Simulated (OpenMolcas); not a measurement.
# V²⁺: input and output

Input:

```
&GATEWAY
Coord
1

V 0.0 0.0 0.0
Basis=ANO-R2
Group=XYZ
NoMove
AngMom=0.0 0.0 0.0
AMFI
&SEWARD
&RASSCF
FileOrb=start.orb
Symmetry=1
Spin=4
nActEl=3 0 0
Inactive=3 6
Ras2=5 0
CIRoot=10 10 1
SDav=10
CIMx=300
Iter=120 100
PrWF=0.3
OrbListing=Nothing
MaxOrb=0
Atom
>>> COPY $Project.JobIph JOB001
&RASSCF
FileOrb=start.orb
Symmetry=1
Spin=2
nActEl=3 0 0
Inactive=3 6
Ras2=5 0
CIRoot=40 40 1
SDav=40
CIMx=300
Iter=120 100
PrWF=0.3
OrbListing=Nothing
MaxOrb=0
Atom
CIOnly
>>> COPY $Project.JobIph JOB002
&RASSI
NrOfJobIphs=2 10 40
1 2 3 4 5 6 7 8 9 10
1 2 3 4 5 6 7 8 9 10 11 12 13 14 15 16 17 18 19 20 21 22 23 24 25 26 27
28 29 30 31 32 33 34 35 36 37 38 39 40
IphNames
JOB001
JOB002
EJob
SpinOrbit
DIPRint=1.0
SOCoupling=1000.0
Subsets=2
MEES
Property=10
'ANGMOM' 1 'ANGMOM' 2 'ANGMOM' 3 'MLTPL  1' 1 'MLTPL  1' 2 'MLTPL  1' 3
'AMFI' 1 'AMFI' 2 'AMFI' 3 'MLTPL  2' 6
SOProperty=3
'ANGMOM' 1 'ANGMOM' 2 'ANGMOM' 3
```

Launched by
```bash
OMP_NUM_THREADS=1 MOLCAS_MEM=2252 MOLCAS_PROJECT=a pymolcas a.inp > a.log  # once for each step of the input, in one work folder
```

A driver script runs the steps one by one and writes start.orb anew before each from the orbitals found so far, so a CI-only block uses the converged orbitals of the first block.

Output, cut to the results:

```
--- SEWARD ---
Basis set label: V.ANO-R...6S4P4D2F1G.

      Electronic valence basis set:
      ------------------
      Associated Effective Charge  23.000000 au
      Associated Actual Charge     23.000000 au
      Nuclear Model: Finite nucleus - Gaussian distribution
        Gaussian exponent, Xi/bohr**(-2):  3.11819E+08

      Shell  nPrim  nBasis  Cartesian Spherical Contaminant
         s      20       6        X
         p      12       4        X
         d       8       4                 X
         f       5       2                 X
         g       4       1                 X
                  Relativistic X2C integrals
                  Atomic mean-field integrals
--- RASSCF ---
Wave function specifications:
      -----------------------------

      Number of closed shell electrons          18
      Number of electrons in active shells       3
      Max number of holes in RAS1 space          0
      Max nr of electrons in RAS3 space          0
      Number of inactive orbitals                9
      Number of active orbitals                  5
      Number of secondary orbitals              47
      Spin quantum number                      1.5
      State symmetry                             1
Orbital specifications:
      -----------------------

      Symmetry species                           1   2
                                                ag  au
      Frozen orbitals                            0   0
      Inactive orbitals                          3   6
      Active orbitals                            5   0
      RAS1 orbitals                              0   0
      RAS2 orbitals                              5   0
      RAS3 orbitals                              0   0
      Secondary orbitals                        27  20
      Deleted orbitals                           0   0
      Number of basis functions                 35  26
      Number of CSFs                            10
      Number of root(s) required                10
      Iter CI   SX   CI       RASSCF       Energy    max ROT     max BLB   max BLB  Level Ln srch  Step   QN
          iter iter root      energy       change     param      element    value   shift minimum  type update
 Nr of preliminary CI iterations:   1
        1   1    3    0  -947.41686031    0.00E+00   1.56E-07    3  10 1  9.42E-07   0.00   0.00    SX    NO
        2   1    2    0  -947.41686031   -2.16E-12  -1.48E-07    5  10 2 -1.63E-07   0.00   0.00    SX    NO
        3   1    2    0  -947.41686031   -6.82E-13  -4.74E-08    5   7 2 -1.44E-07   0.00   0.00    SX    NO
        4   1    2    0  -947.41686031    9.09E-13  -3.97E-08    5  10 2 -7.11E-08   0.00   0.00    SX    NO
      Convergence after  4 iterations
        5   1    2    0  -947.41686031    1.14E-13  -3.97E-08    5   7 2 -3.85E-08   0.00   0.00    SX    NO
      Natural orbitals and occupation numbers for root  1
      sym 1:   1.000000   0.840020   0.159980   0.159980   0.840020
      Natural orbitals and occupation numbers for root  2
      sym 1:   0.068438   0.931562   1.000000   0.068438   0.931562
      Natural orbitals and occupation numbers for root  3
      sym 1:   0.664136   0.335864   1.000000   0.664136   0.335864
::    RASSCF root number  1 Total energy:   -947.43687178
::    RASSCF root number  2 Total energy:   -947.43687178
::    RASSCF root number  3 Total energy:   -947.43687178
::    RASSCF root number  4 Total energy:   -947.43687178
::    RASSCF root number  5 Total energy:   -947.43687178
::    RASSCF root number  6 Total energy:   -947.43687178
::    RASSCF root number  7 Total energy:   -947.43687178
::    RASSCF root number  8 Total energy:   -947.37016685
::    RASSCF root number  9 Total energy:   -947.37016685
::    RASSCF root number 10 Total energy:   -947.37016685
--- RASSCF ---
Wave function specifications:
      -----------------------------

      Number of closed shell electrons          18
      Number of electrons in active shells       3
      Max number of holes in RAS1 space          0
      Max nr of electrons in RAS3 space          0
      Number of inactive orbitals                9
      Number of active orbitals                  5
      Number of secondary orbitals              47
      Spin quantum number                      0.5
      State symmetry                             1
Orbital specifications:
      -----------------------

      Symmetry species                           1   2
                                                ag  au
...
--- RASSI ---
SPIN-FREE ENERGIES:
  (Shifted by EMIN (a.u.) =       -947.4368717842)

 SF State       Relative EMIN(au)   Rel lowest level(eV)    D:o, cm**(-1)      L_eff

     1             0.0000000000        0.0000000000              0.0000         3.0
     2             0.0000000000        0.0000000000              0.0000         3.0
     3             0.0000000000        0.0000000000              0.0000         3.0
     4             0.0000000000        0.0000000000              0.0000         3.0
     5             0.0000000000        0.0000000000              0.0000         3.0
     6             0.0000000000        0.0000000000              0.0000         3.0
     7             0.0000000000        0.0000000000              0.0000         3.0
     8             0.0667049292        1.8151335921          14640.0397         1.0
     9             0.0667049292        1.8151335921          14640.0397         1.0
    10             0.0667049292        1.8151335921          14640.0397         1.0
    11             0.0672465943        1.8298730517          14758.9215         4.0
    12             0.0672465943        1.8298730517          14758.9215         4.0
    13             0.0672465943        1.8298730517          14758.9215         4.0
    14             0.0672465943        1.8298730517          14758.9215         4.0
    15             0.0672465943        1.8298730517          14758.9215         4.0
    16             0.0672465943        1.8298730517          14758.9215         4.0
    17             0.0672465943        1.8298730517          14758.9215         4.0
    18             0.0672465943        1.8298730517          14758.9215         4.0
    19             0.0672465943        1.8298730517          14758.9215         4.0
    20             0.0894815707        2.4349175824          19638.9347         4.2
    21             0.0894815707        2.4349175824          19638.9347         3.6
...
```

Levels above the lowest, from the spin-orbit matrix, grouped by J:

```
Configuration   Term     J  E (cm-1)  Measured (cm-1)      g  Term weight %   Second
          3d3     4F   3/2       0.0              0.0  0.399            100         
          3d3     4F   5/2       150              146  1.029            100         
          3d3     4F   7/2       358              342  1.239            100         
          3d3     4F   9/2       619              584  1.334            100         
          3d3     4P   1/2     14843            11514  2.667            100         
          3d3     4P   3/2     14916            11592  1.733            100         
          3d3     2G   7/2     14986            11966  0.889            100         
          3d3     4P   5/2     15084            11770  1.601            100         
          3d3     2G   9/2     15212            12187  1.111            100         
          3d3     2P   1/2     19890            15580  0.670            100         
          3d3     2H   9/2     19910            16811  0.910            100         
          3d3     2P   3/2     19998            15550  1.309             94  5 2D(1)
          3d3     2H  11/2     20087            16978  1.091            100         
          3d3  2D(1)   3/2     21637            16330  0.827             95     5 2P
          3d3  2D(1)   5/2     21820            16375  1.201            100         
          3d3     2F   7/2     34596            27728  1.143            100         
          3d3     2F   5/2     34694            27847  0.857            100         
          3d3  2D(2)   5/2     54191            42267  1.200            100         
          3d3  2D(2)   3/2     54308            42371  0.800            100
```

Against the 18 measured excited levels shown (Sugar and Corliss, J. Phys. Chem. Ref. Data 7, 1191 (1978)) the mean absolute deviation is 4400 cm-1; the largest miss in energy is 3d3 2D 3/2(2): computed 54308, measured 42371 cm-1 (+28.2 %).

Without dynamic correlation excited terms often stand tens of per cent too high (terms of higher spin than the ground term too low), and those without a measured partner can miss by more than the paired ones. Some levels mix across a computed gap that differs much from the measured one, so their mixing is not that of the real levels. Terms from blocks run as CI alone lack orbitals of their own. Computed and measured levels are paired by configuration, term and J; levels that our copy of the source lacks, or whose pairing is in doubt (as where it misses far off the trend of its configuration), stay unpaired and out of the deviations. Only configurations of the active space appear.

The term weight is that of the spin-free term in the level, not the purity of its configuration. A number in round brackets counts repeated terms of one configuration in the order of the reference energies.
